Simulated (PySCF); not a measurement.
## Spinor energies of Re⁵³⁺ (rhenium, charge +53)

Start: [Ar] 3d4; 3d3/2 filled at m_j = -3/2, -1/2, +1/2, +3/2. Calculated with PySCF 2.14 in an uncontracted even-tempered set (15 s from 15 bohr⁻², ratio 2.8; 12 p from 19 bohr⁻², ratio 2.8; 8 d from 19 bohr⁻², ratio 2.8; 3 f from 63 bohr⁻², ratio 3): generalised Hartree-Fock with the X2C-1e Hamiltonian and a Gaussian nucleus; one run each with spin-orbit coupling (SO) switched off, then screened by Boettger's factors.

```csv
spinor shell,electrons,"ε, spin-free (eV)","ε, screened SO (eV)",weight of nominal j (screened SO),"rms radius, screened SO (bohr)"
1s1/2,2,-75554.0,-75524.0,1.000,0.0204
2s1/2,2,-16028.2,-16015.5,1.000,0.0818
2p1/2,2,-14436.9,-15486.8,1.000,0.0695
3s1/2,2,-5995.3,-5991.1,1.000,0.203
3p1/2,2,-5510.5,-5786.4,1.000,0.192
3p3/2,4,-5510.5,-5393.7,1.000,0.207
3d3/2,4,-5071.7,-5104.7,1.000,0.177
```

Task: Where does 2p3/2 lie, and what is the 2p spin-orbit splitting (screened SO)?

Result: At -14002.7 eV, 1484.1 eV above 2p1/2.

| quantity | spin-free | screened SO |
| --- | --- | --- |
| E (hartree) | -14097.58153 | -14123.79032 |
| M_J | 0 | 0 |
| ⟨J²⟩ | 4.001 | 0.000 |
| ⟨L²⟩ | 6.000 | 2.461 |
| ⟨S²⟩ | 6.000 | 2.461 |

Breit and QED terms are absent; they matter most for the inner s and p1/2 levels.

Densities and radii are taken from the X2C orbitals without a picture-change correction, which distorts them close to the nucleus.

Without spin-orbit coupling the j labels of p, d and f shells carry no meaning; the spin-free column gives the mean over the occupied spinors of each nl shell, and its ⟨J²⟩ belongs to a mixture of degenerate components.
